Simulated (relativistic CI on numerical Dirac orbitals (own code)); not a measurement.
## Hyperfine structure of Ca¹⁷⁺, mass number 43

Method of calculation: Dirac-Coulomb-Breit CI, separate exchange-only KLI orbitals for each configuration, model QED, unscaled Slater integrals (own radial code, finite nucleus).

Configurations in the expansion (outside the closed core 1s2): 2s, 2p, 3s, 3p, 3d, 4s, 4p, 4d, 4f, 5s, 5p, 5d, 5f, 5g. Levels of other configurations are missing.

Nuclear spin I = 7/2, μ = -1.31733 μN, Q = -0.0408 b (tables of Stone and Pyykkö). The electronic factors are computed for point nuclear moments, without core polarisation or the Bohr-Weisskopf and QED corrections.

```json
{"Level": "2s 2S_1/2", "E (eV)": "0.000", "A (MHz)": "-85520", "B (MHz)": ""}
{"Level": "2p 2P°_1/2", "E (eV)": "36.103", "A (MHz)": "-26360", "B (MHz)": ""}
{"Level": "2p 2P°_3/2", "E (eV)": "41.153", "A (MHz)": "-5095", "B (MHz)": "-1020"}
{"Level": "3s 2S_1/2", "E (eV)": "651.688", "A (MHz)": "-25060", "B (MHz)": ""}
{"Level": "3p 2P°_1/2", "E (eV)": "661.691", "A (MHz)": "-7948", "B (MHz)": ""}
{"Level": "3p 2P°_3/2", "E (eV)": "663.180", "A (MHz)": "-1536", "B (MHz)": "-310"}
{"Level": "3d 2D_3/2", "E (eV)": "666.887", "A (MHz)": "-840.3", "B (MHz)": "-56.5"}
{"Level": "3d 2D_5/2", "E (eV)": "667.358", "A (MHz)": "-358.3", "B (MHz)": "-79.8"}
```

Levels with J = 0, under 50 % of one LS term, or S terms without an open s electron are left out. Small factors come from cancelling terms and can be off by tens of per cent or more.

At this charge energies of transitions that change n are usually good to better than 1 %, and those within a shell (Δn = 0) to a few per cent.

Problem. Give the hyperfine levels of 2s 2S_1/2 relative to its centre of gravity.

Solution. With K = F(F + 1) − I(I + 1) − J(J + 1), E = AK/2: F = 3: 192400, F = 4: -149700 MHz.
